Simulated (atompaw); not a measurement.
u(r) = r·R(r): atom against pseudo-atom (Si (Z = 14))

Columns: radius, all-electron u(r) and pseudo u(r) of the 3s shell (level -10.81 eV) of silicon in the configuration [Ne] 3s2 3p2; PBE, scalar-relativistic, PAW (atompaw) scheme, atompaw 4.2.0.5.

| r (bohr) | all-electron | pseudo |
| --- | --- | --- |
| 0.085 | 0.1512 | 0.0543 |
| 0.169 | -0.0534 | 0.1078 |
| 0.254 | -0.2393 | 0.1616 |
| 0.338 | -0.3281 | 0.2141 |
| 0.423 | -0.3300 | 0.2664 |
| 0.508 | -0.2700 | 0.3176 |
| 0.592 | -0.1744 | 0.3668 |
| 0.677 | -0.0597 | 0.4150 |
| 0.762 | 0.0601 | 0.4611 |
| 0.846 | 0.1751 | 0.5044 |
| 0.931 | 0.2829 | 0.5455 |
| 1.015 | 0.3784 | 0.5831 |
| 1.100 | 0.4624 | 0.6176 |
| 1.185 | 0.5337 | 0.6485 |
| 1.269 | 0.5922 | 0.6750 |
| 1.354 | 0.6401 | 0.6976 |
| 1.438 | 0.6771 | 0.7155 |
| 1.523 | 0.7047 | 0.7290 |
| 1.608 | 0.7235 | 0.7379 |
| 1.692 | 0.7342 | 0.7422 |
| 1.777 | 0.7382 | 0.7422 |
| 1.862 | 0.7362 | 0.7379 |
| 1.946 | 0.7291 | 0.7297 |
| 2.031 | 0.7178 | 0.7179 |
| 2.115 | 0.7030 | 0.7030 |
| 2.200 | 0.6852 | 0.6852 |

(1) How many radial nodes do the two functions have?

(2) Is the pseudo-wave norm-conserving?

Answers

(1) The all-electron 3s function has n − l − 1 = 2; the pseudo-wave has 0, since the states of the same l below it are removed with the core.

(2) No, it belongs to a PAW set: the norm inside the radius is not constrained, and the difference is carried by the augmentation charge.
